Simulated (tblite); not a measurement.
Species: C₅H₁₁OPS.
Numbering: `[OH:1][CH2:2][P:3]1[CH2:4][CH2:5][S:6][CH2:7][CH2:8]1` (hydrogens: H9 on O1; H10, H11 on C2; H12, H13 on C4; H14, H15 on C5; H16, H17 on C7; H18, H19 on C8)

Computed with GFN2-xTB (tblite), gas phase: L-BFGS steps from a force-field or distance-geometry start until the largest atomic force falls under 0.01 eV/Å.

The end geometry, which sets the zero of energy:
```
atom  x, y, z in Å
O1      3.0090   -1.1108   -0.1189
C2      2.2341    0.0161   -0.4406
P3      0.6965    0.0950    0.6281
C4     -0.1796    1.4633   -0.2873
C5     -1.6532    1.4972    0.0840
S6     -2.5703    0.0894   -0.6182
C7     -1.7018   -1.2705    0.2279
C8     -0.2301   -1.3245   -0.1451
H9      3.2893   -1.0477    0.8013
H10     2.8055    0.9484   -0.3119
H11     1.9666   -0.0866   -1.4969
H12    -0.0677    1.3313   -1.3679
H13     0.2872    2.4113   -0.0021
H14    -2.1419    2.3820   -0.3248
H15    -1.7908    1.4812    1.1671
H16    -2.2226   -2.1747   -0.0875
H17    -1.8382   -1.1353    1.3029
H18     0.2110   -2.2529    0.2305
H19    -0.1129   -1.3031   -1.2329
```

**Question.** These geometries come from the run, each turned onto the end geometry. Order them by energy, lowest first.
A.
```
atom  x, y, z in Å
O1      2.4816   -1.0895   -0.8946
C2      2.2680    0.1615   -0.3011
P3      0.7037    0.2985    0.7730
C4     -0.2084    1.5021   -0.3233
C5     -1.6991    1.4598   -0.0645
S6     -2.4082   -0.0501   -0.7816
C7     -1.6149   -1.2703    0.3005
C8     -0.1026   -1.2802    0.1821
H9      2.7644   -1.7273   -0.2350
H10     3.1271    0.4541    0.3093
H11     2.1828    0.8833   -1.1167
H12    -0.0419    1.2533   -1.3719
H13     0.2054    2.4939   -0.1164
H14    -2.2256    2.2715   -0.5634
H15    -1.9440    1.4516    0.9962
H16    -2.0216   -2.2201   -0.0416
H17    -1.9761   -1.0612    1.3073
H18     0.3159   -2.0768    0.8080
H19     0.1836   -1.4450   -0.8587
```
B.
```
atom  x, y, z in Å
O1      2.9002   -1.1806   -0.2235
C2      2.2413    0.0437   -0.4075
P3      0.6949    0.1674    0.6478
C4     -0.1879    1.4950   -0.3181
C5     -1.6655    1.4967    0.0462
S6     -2.5811    0.0360   -0.5569
C7     -1.6644   -1.3033    0.2728
C8     -0.1990   -1.2749   -0.1148
H9      3.1289   -1.2943    0.7071
H10     2.8932    0.8932   -0.1609
H11     1.9787    0.0909   -1.4682
H12    -0.0520    1.3241   -1.3896
H13     0.2513    2.4650   -0.0618
H14    -2.1859    2.3395   -0.4099
H15    -1.7943    1.5533    1.1281
H16    -2.1430   -2.2250   -0.0646
H17    -1.8167   -1.1967    1.3485
H18     0.2986   -2.1801    0.2373
H19    -0.1073   -1.2407   -1.2041
```
C.
```
atom  x, y, z in Å
O1      2.6525   -1.0583   -0.9687
C2      2.3639    0.1970   -0.4233
P3      0.7054    0.3128    0.5077
C4     -0.2285    1.6463   -0.4452
C5     -1.6708    1.5035   -0.0087
S6     -2.2946    0.0099   -0.8926
C7     -1.6771   -1.3404    0.1914
C8     -0.1534   -1.4011    0.2975
H9      2.5901   -1.7234   -0.2801
H10     3.1095    0.4797    0.3428
H11     2.4043    0.9562   -1.2097
H12    -0.1522    1.5492   -1.5184
H13     0.2053    2.5945   -0.0790
H14    -2.2822    2.3797   -0.2748
H15    -1.7203    1.2933    1.0551
H16    -2.0461   -2.2780   -0.2256
H17    -2.1323   -1.2133    1.1555
H18     0.0677   -1.8760    1.2666
H19     0.2489   -2.0225   -0.4827
```
D.
```
atom  x, y, z in Å
O1      2.5113   -1.0852   -0.9628
C2      2.3211    0.1714   -0.3701
P3      0.7455    0.3585    0.7206
C4     -0.2133    1.5280   -0.3777
C5     -1.6947    1.4246   -0.0384
S6     -2.4337   -0.0151   -0.8480
C7     -1.6502   -1.2610    0.2156
C8     -0.1247   -1.2556    0.2926
H9      2.6934   -1.7471   -0.2847
H10     3.1729    0.4624    0.2686
H11     2.2357    0.8983   -1.1871
H12    -0.0226    1.3362   -1.4448
H13     0.1541    2.5236   -0.1026
H14    -2.2569    2.2792   -0.4118
H15    -1.8292    1.2875    1.0439
H16    -1.9856   -2.2120   -0.2072
H17    -2.0841   -1.1233    1.2129
H18     0.1321   -1.9290    1.1267
H19     0.3190   -1.6322   -0.6382
```
E.
```
atom  x, y, z in Å
O1      2.6504   -1.1404   -0.6571
C2      2.3004    0.1646   -0.2779
P3      0.6783    0.2420    0.7026
C4     -0.2276    1.4543   -0.3852
C5     -1.7025    1.4905   -0.0237
S6     -2.5678   -0.0106   -0.5933
C7     -1.6282   -1.2797    0.3223
C8     -0.1415   -1.2793    0.0028
H9      2.8607   -1.6554    0.1295
H10     3.0897    0.6225    0.3379
H11     2.2029    0.7421   -1.2035
H12    -0.1210    1.1638   -1.4356
H13     0.2122    2.4455   -0.2376
H14    -2.2158    2.3100   -0.5277
H15    -1.8613    1.5835    1.0525
H16    -2.0873   -2.2232    0.0239
H17    -1.8024   -1.1271    1.3907
H18     0.3172   -2.1615    0.4623
H19     0.0335   -1.3323   -1.0753
```

**Answer.** B (0.023 eV), E (0.091 eV), A (0.157 eV), D (0.285 eV), C (0.734 eV).

In the order of the answer:

```tsv
step	E above end (eV)	largest force (eV/Å)	rms force component (eV/Å)	rms distance from end (Å)	rms bond change (Å)	bond most changed (Å)
99	0.023	0.12	0.042	0.120	0.002	C5–S6 +0.005
77	0.091	0.10	0.031	0.421	0.005	C2–P3 +0.023
28	0.157	0.26	0.085	0.550	0.008	C2–P3 +0.028
13	0.285	0.34	0.116	0.612	0.014	C2–P3 +0.051
2	0.734	0.90	0.290	0.667	0.020	P3–C8 +0.065
```

The cost below is that of the whole relaxation. Hardware: Intel Xeon Platinum 8259CL at 2.50 GHz, one thread, shared host with 96 logical CPUs at a one-minute load of 130. Cost: 1.9 s.
